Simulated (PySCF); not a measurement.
# Working out the excitation energy of C⁺

C⁺ [He] 2s2 2p1 (2P) → C⁺ [He] 2s2 3d1 (2D). Calculation: PySCF 2.14, in dyall-av2z (11s7p2d, 42 functions); no relativity, point nucleus. Frozen: 1s2; the 8 highest virtual orbitals dropped. Energies in hartree (1 hartree = 27.21139 eV):

| part | C⁺ (lower) | C⁺ (upper) |
| --- | --- | --- |
| UHF | -37.295165 | -36.568382 |
| MP2 opposite-spin | -0.043726 | -0.052227 |
| MP2 same-spin | -0.003136 | -0.001929 |

Q: What does Hartree-Fock give?

A: (-36.568382) − (-37.295165) = 0.726783 hartree = 19.777 eV.

Q: What do MP2 and SCS-MP2 (6/5 opposite-spin, 1/3 same-spin) give?

A: The opposite-spin parts differ by -0.231 eV and the same-spin parts by 0.033 eV. MP2: 19.777 + (-0.231) + (0.033) = 19.579 eV. SCS-MP2: 19.777 + 1.2 × (-0.231) + (0.033)/3 = 19.511 eV.

Measured between the centres of the two terms (NIST): 18.041 eV, so MP2 (valence) is off by 1.538 eV.

A double-zeta basis recovers only part of the correlation energy.

What remains against the reference includes basis incompleteness, the frozen core and correlation beyond second order.
